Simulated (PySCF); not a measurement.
Job file and geometry (Å, from GFN2-xTB) of an NMR shielding run on SMILES CCSCCC[SiH3], C₅H₁₄SSi, GIAO PBE0/pcSseg-1 NMR shielding, non-relativistic, gas phase in PySCF; density fitting, a coarse starting grid and PySCF grid level 2 are the driver's defaults:

```
$ OMP_NUM_THREADS=1 python probes_run.py task.json out

{"job": {"kind": "nmr", "xc": "PBE0", "basis": "pcSseg-1"}, "charge": 0, "multiplicity": 1}
C      2.942935    -1.059405    -0.217184
C      1.699780    -1.339334     0.604856
S      1.144638     0.094387     1.590444
C      0.666360     1.298209     0.304415
C     -0.523694     0.862157    -0.539023
C     -1.781905     0.658114     0.296819
Si    -3.244713    -0.015455    -0.710315
H      3.288849    -1.978026    -0.687459
H      3.737038    -0.674153     0.418320
H      2.739535    -0.332231    -1.000513
H      0.867396    -1.665475    -0.018629
H      1.896314    -2.105329     1.354397
H      0.427021     2.199116     0.869694
H      1.543727     1.497350    -0.311543
H     -0.699140     1.631128    -1.296512
H     -0.276835    -0.060823    -1.069392
H     -1.547185    -0.027776     1.113717
H     -2.052528     1.606451     0.765825
H     -3.605993     0.945968    -1.755174
H     -4.381290    -0.240692     0.181585
H     -2.849232    -1.277240    -1.343132
```

**Question.** What does the program print?

**Answer.** 
```
coarse grid: 17360 points
cycle   1  E = -885.9854165407  dE =  3.451e-01  |g| = 3.922e-01  |ddm| = 3.913e+00
cycle   2  E = -885.9798739171  dE =  5.543e-03  |g| = 4.289e-01  |ddm| = 7.925e-01
cycle   3  E = -886.0279335719  dE = -4.806e-02  |g| = 4.654e-02  |ddm| = 4.144e-01
cycle   4  E = -886.0284291689  dE = -4.956e-04  |g| = 2.041e-02  |ddm| = 8.602e-02
cycle   5  E = -886.0285327147  dE = -1.035e-04  |g| = 4.640e-03  |ddm| = 2.896e-02
cycle   6  E = -886.0285372723  dE = -4.558e-06  |g| = 1.503e-03  |ddm| = 5.085e-03
final grid: 154920 points
cycle   7  E = -886.0736212181  dE = -4.108e-05  |g| = 9.844e-03  |ddm| = 3.179e-02
cycle   8  E = -886.0736044522  dE =  1.677e-05  |g| = 1.271e-02  |ddm| = 1.946e-02
cycle   9  E = -886.0736457634  dE = -4.131e-05  |g| = 5.930e-04  |ddm| = 1.171e-02
cycle  10  E = -886.0736458485  dE = -8.511e-08  |g| = 1.894e-04  |ddm| = 9.493e-04
cycle  11  E = -886.0736458568  dE = -8.235e-09  |g| = 5.241e-05  |ddm| = 1.916e-04
cycle  12  E = -886.0736458574  dE = -6.403e-10  |g| = 1.128e-05  |ddm| = 5.395e-05
converged SCF energy = -886.0736458574

GIAO shielding tensors (ppm)
atom      isotropic    diamagn.    paramagn.     s11        s22        s33       span
  0 C      171.621     247.328     -75.708    148.269    177.588    189.004     40.735
  1 C      160.648     251.602     -90.954    142.200    163.756    175.988     33.788
  2 S      521.434    1058.022    -536.588    409.356    444.776    710.170    300.814
  3 C      150.378     250.272     -99.894    131.130    150.016    169.989     38.859
  4 C      162.675     250.794     -88.120    146.868    162.481    178.676     31.808
  5 C      179.401     251.725     -72.323    166.451    177.177    194.577     28.126
  6 Si     418.845     878.983    -460.138    389.907    396.901    469.726     79.819
  7 H       30.382      27.922       2.460     25.348     27.234     38.563     13.215
  8 H       30.677      28.815       1.862     26.290     28.563     37.180     10.890
  9 H       30.283      31.137      -0.854     24.915     31.008     34.926     10.011
 10 H       29.002      33.730      -4.729     22.790     30.064     34.150     11.360
 11 H       29.671      31.240      -1.569     23.357     28.242     37.414     14.057
 12 H       29.732      31.917      -2.185     23.842     28.477     36.877     13.036
 13 H       28.440      32.183      -3.743     22.296     28.508     34.515     12.219
 14 H       30.176      32.646      -2.471     24.077     29.779     36.672     12.595
 15 H       30.371      34.616      -4.245     24.678     32.026     34.409      9.731
 16 H       29.745      31.909      -2.164     22.901     31.191     35.141     12.239
 17 H       31.556      31.049       0.506     26.260     29.987     38.420     12.160
 18 H       27.883      28.294      -0.410     24.363     25.993     33.293      8.930
 19 H       27.743      27.860      -0.117     24.191     25.312     33.727      9.536
 20 H       28.008      28.703      -0.695     24.311     26.963     32.751      8.440
```

**Question.** Turn these shieldings into chemical shifts. Chemical shifts δ = σref − σ; ¹³C (σref 186.93), ²⁹Si (σref 349.16), ¹H (σref 31.72) vs TMS; ³³S (σref 503.73) against CS2, all at this level.

**Answer.** Averaging equivalent atoms: C 3: 36.5; C 1: 26.3; C 4: 24.3; C 0: 15.3; C 5: 7.5; S 2: -18; Si 6: -69.7; H 18/19/20: 3.84; H 12/13: 2.63; H 10/11: 2.38; H 14/15: 1.44; H 7/8/9: 1.27; H 16/17: 1.07 ppm. 

Size and cost of the density-fitted run: 203 basis functions, 110 s wall time (100 s CPU) on 1 thread of an Intel Xeon, shared host; peak memory 0.85 GiB.
